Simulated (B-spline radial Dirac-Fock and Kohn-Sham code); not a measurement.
# Relativistic shifts of the levels of Ca⁴⁺

System: the Ca⁴⁺ ion, configuration [Ne] 3s2 3p4.

Both columns are ΔSCF binding energies of the configuration average from a B-spline atomic structure program: non-relativistic Hartree-Fock with a point nucleus, and Dirac-Fock with a finite nucleus and the Coulomb interaction alone, averaged over the two j levels with weights 2j+1.

```csv
shell,Hartree-Fock (eV),Dirac-Fock (eV),shift (eV),shift (%)
1s,4095.5,4117.0,+21.56,+0.53
2s,507.6,511.6,+3.98,+0.78
3s,107.8,108.4,+0.59,+0.55
3p,85.29,85.34,+0.04,+0.05
```

Relativity binds 1s, 2s, 3s, 3p more strongly, among those listed most of all 2s in relative terms.

Values without a named source are computed, but for edge energies of neutral atoms, which are taken from tables.
